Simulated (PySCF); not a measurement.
Excitation energy of Mg by level of theory

Mg [Ne] 3s2 (1S) → Mg [Ne] 3s1 4s1 (3S), as a difference of total energies. Calculation: PySCF 2.14, in aug-cc-pVTZ-DK; the spin-free X2C one-electron Hamiltonian (Gaussian nucleus). Correlated levels: valence: [Ne] frozen. The calculations carry no spin-orbit coupling.

```csv
method,excitation energy (eV),error (eV)
UHF,4.219,-0.889
MP2 (valence),4.810,-0.298
SCS-MP2 (valence),4.975,-0.133
CCSD (valence),5.021,-0.087
```

Reference: 5.108 eV (measured; NIST levels).

Errors of the correlated levels include the incompleteness of this basis and the frozen core.

With two correlated electrons CCSD is exact in that space.
